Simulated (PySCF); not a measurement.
B(Me)2(SiH3) (C2H9BSi), SMILES CB(C)[SiH3]. Geometry: PBE0-D3(BJ)/def2-SVP. The structure was generated by enumeration, and PubChem lists no compound with its InChIKey, so it may never have been made.

Q: Give the equilibrium geometry at PBE0-D3(BJ)/def2-SVP (PySCF confirms it by a frequency run) as Cartesian coordinates in Å. (An estimate is asked for; the answer gives what the named calculation found.)

A: 
```xyz
13

B      0.3178    -0.2767     0.3221
C      1.8102    -0.4586    -0.1157
H      2.2904    -1.3659     0.2848
H      2.3300     0.3998     0.3599
H      2.0104    -0.3698    -1.1939
C     -0.2221    -0.9504     1.6277
H     -0.7029    -1.8859     1.2716
H     -1.0149    -0.3932     2.1488
H      0.5592    -1.2558     2.3418
Si    -0.9183     0.8168    -0.8720
H     -2.1643     1.3058    -0.1966
H     -1.3493    -0.0399    -2.0296
H     -0.2191     2.0068    -1.4611
```
Charge 0, spin multiplicity 1.
